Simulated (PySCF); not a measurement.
F3OTa, SMILES [O]=[Ta]([F])([F])[F] at its B3LYP/def2-SVP optimised geometry (Å):

```
5

Ta    -0.5877    -0.8723     0.0000
O     -1.0876    -1.6148    -1.4667
F     -1.2829    -1.9063     1.4108
F     -1.2941     0.8723     0.0000
F      1.2941    -0.8723     0.0000
```

Calculation: B3LYP/def2-TZVP, def2 effective core potentials past Kr (PySCF). The core electrons that the potentials of Ta replace are not part of the density. Cells within 0.4 Å of a nucleus heavier than hydrogen are left out (blank, or x).

Map of the deformation density (molecule minus spherical neutral atoms) (e/bohr³) on the plane z = 0.0 Å:

```
|33333333333333333333333333333|
|33333333333333333333333333333|
|33333333333333333333333333333|
|33333333333333333333333333333|
|33333333333333333333333333333|
|33333333333333333333333333333|
|33333333333333333333333333333|
|33333333333333333333333333333|
|33333333333333333333333333333|
|333333336x5433333333333333333|
|33333335xxx543333333333333333|
|33333335xxx643222333333333333|
|333333456x8743222233333333333|
|33333335788532112333333333333|
|33333333454211112343333333333|
|33332222210023113554433333333|
|333322110232x622577x633333333|
|33332210169xxx0169xxx53333333|
|33332210159xxx0169xxx53333333|
|333322110124x921576x633333333|
|33332221100264113554433333333|
|33333222210010012333333333333|
|33333222221100012233333333333|
|33333322222211122233333333333|
|33333333222222222333333333333|
|33333333322222223333333333333|
|33333333333333333333333333333|
|33333333333333333333333333333|
|33333333333333333333333333333|
```
Scale: ten equal steps from -0.022 (start of '0') to 0.041 (end of '9'), in the order '0123456789'; x runs from -3.50 to 3.50, y from -3.50 (bottom) to 3.50 (top).
